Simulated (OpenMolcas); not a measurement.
Cr4+ with 6 ligands (fluoride) in octahedral coordination (Oh). A charge of +0.333 e stands 2.8 Å behind each ligand. Ligand basis ANO-RCC-VDZP.

```json
{"Program": "OpenMolcas 26.06", "Method": "SS-CASPT2, IPEA 0.25 Eh, imaginary shift 0.1 Eh (closed shells correlated: 3s 3p and the ligand valence shells)", "Basis": "ANO-RCC-VTZP [6s5p3d2f1g]", "Scalar Hamiltonian": "DKH2, point nucleus", "Active space": "2 electrons in 5 orbitals (3d)", "State averaging": "2S+1 = 3 even, 10 roots; 2S+1 = 1 even, 15 roots", "Spin-orbit coupling": "RASSI with atomic mean-field integrals over the reference wave functions"}
```

All ligands move together. At R = 1.83 Å |10Dq| is 23920 cm-1, and at R = 1.92 Å it is 21196 cm-1.

**Question.** A third run gives 22990 cm-1. What distance was it run at?

**Answer.** With a power law R^-n the two known points give n = -ln(21196 / 23920) / ln(1.92 / 1.83) = 2.52. Then R = 1.83 × (23920 / 22990)^(1/2.52) = 1.859 Å. The run was at 1.86 Å, so the estimate is off by -0.001 Å.

Roots that are degenerate in the reference are averaged as groups; the widest CASPT2 spread within a group is 460 cm-1 (the 3-fold group of multiplicity 1 near 37300 cm-1 above the lowest state of its run, R = 1.83). Shifts and gaps below about the spread of the groups concerned are not significant. Over all roots computed the reference weight is 0.69 to 0.70 in R = 1.83, 0.68 to 0.70 in R = 1.86, 0.68 to 0.70 in R = 1.92; a low but even weight reflects the number of correlated electrons. An orbital triplet at a regular site is open to Jahn-Teller coupling, which can distort the site and quench the lowest spin-orbit gaps and is left out. The least metal-like active orbital is 82 % on the metal (Löwdin) and no ligand orbital is active, so the numbers are rough. Ligand-to-metal charge-transfer states are missing. With no ligand orbital active B as a rule stays too high, so bands that hang on it stand too high and its fall with covalency is understated. With one d shell and no ligand orbital active, 10Dq can be off by a tenth or more. No measured value stands beside these numbers; the geometry is a model, was not optimised and need not be the one that this ion takes.
